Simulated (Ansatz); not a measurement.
Cartesian coordinates in Å:
```
N 0.328 1.379 1.089
Al 0.672 -0.142 0.259
C -0.514 -0.711 -1.190
Cl -1.383 -1.867 -0.070
H -0.433 2.003 0.875
H 0.814 1.695 1.912
H 1.906 -1.022 0.699
H -1.268 -0.023 -1.568
H -0.122 -1.313 -2.007
```

Total charge 0; spin multiplicity 1.

(1) List the ωB97M-V/def2-TZVPP orbital energies in eV (Ansatz). (An estimate is asked.)

Answers

(1) Computed: Occupied: -2772.07, -1531.54, -393.72, -282.31, -262.42, -199.94, -199.75, -199.73, -116.19, -75.85, -75.67, -75.66, -26.48, -25.72, -20.98, -15.78, -15.16, -14.89, -13.93, -12.72, -11.23, -11.00, -10.14, -9.71. Lowest empty: 1.31, 1.97, 2.33, 3.17, 3.53, 3.92, 4.48, 4.85.
